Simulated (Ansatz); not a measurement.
Coupled-cluster diagnostics for the cluster Ru₃, Ansatz.

Geometry of the singlet (r2SCAN-D4/def2-TZVP):

```xyz
3

Ru   -0.101   -0.759   -1.060
Ru    0.459    1.219   -0.110
Ru   -0.358   -0.460    1.170
```

In the def2 sets Ru takes a core potential; there is no spin–orbit coupling. Correlated methods freeze no core orbitals; core or outer-core shells of Ru are correlated, in sets that lack core-valence functions. At PBE0-D4/def2-TZVP a triplet of charge 0 lies 2.04 eV below the restricted singlet, each at its own geometry. The structure comes from a short search, and lower isomers may exist.

**Question.** Estimate the CCSD(T) correlation energy, the shares of MP2 and (T), T1 and the reference's ⟨S²⟩ for: charge 0, singlet, own geometry in def2-TZVPP; and the rough time on 4 threads of Arm Neoverse V2 on a shared host.

**Answer.** 
| state | basis | correlation (eV) | MP2 share (%) | (T) share (%) | T1 | ⟨S²⟩ (pure) | wall time | remarks |
| --- | --- | --- | --- | --- | --- | --- | --- | --- |
| charge 0, singlet, own geometry | def2-TZVPP | -56.151 | 95.4 | 9.8 | 0.131 | 0.00 (0.00) | 1.9 min | flagged by the program, large T1, restricted SCF unstable |
Customary marks for T1 are 0.02 (closed shells), 0.045 (open shells) and about 0.05 (3d metals). T1 exceeds 0.02 in 1 of 1 rows and 0.045 in 1; the higher it lies, the less the single-reference result can be trusted.
